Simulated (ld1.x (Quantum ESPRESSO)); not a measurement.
**hydrogen: one change to a TM potential, before and after**

hydrogen, norm-conserving Troullier–Martins (Kleinman–Bylander form), made with ld1.x (Quantum ESPRESSO) 7.5 (BLYP, scalar-relativistic). Core none, reference 1s1. Waves: 2p channel at 0.3 Ry: rc 1.10 bohr; 1s (bound): rc 1.15 bohr. Local part: the s channel. Core correction: none.

All-electron outer shells of the reference configuration (BLYP, scalar-relativistic, ld1.x):

```json
{"shell": "1s", "level (eV)": "-6.53", "outermost node (bohr)": "–", "outermost maximum (bohr)": "1.01"}
```

Change: wave 1s (bound): rc 1.15 bohr becomes 1s (bound): rc 0.96 bohr.

Cutoffs: the cutoffs (Ry, on a coarse ladder) from which the occupation-weighted sum of valence levels, in a spherical-Bessel basis at the reference potential, stays within 10 and 1 mRy of its value at 400 Ry; they do not see the model core or the augmentation charge, which bear on the density cutoff. Errors are all-electron minus pseudo energies relative to the spin-unpolarised reference configuration.

**Question.** Predict the effect on cutoff, ghosts and configuration errors.

**Answer.** The potential gets harder (21 Ry and 40 Ry → 30 Ry and 50 Ry); neither file shows a bound ghost. A smaller radius makes the pseudo-wave follow the all-electron one further in, where it bends more sharply, so more plane waves are needed.

| quantity | base | changed |
| --- | --- | --- |
| cutoff, loose | 21 Ry | 30 Ry |
| cutoff, tight | 40 Ry | 50 Ry |
| bound ghosts | none | none |
| error for 1s0.5, meV [ΔE 4.78 eV] | -8.1 | -9.0 |
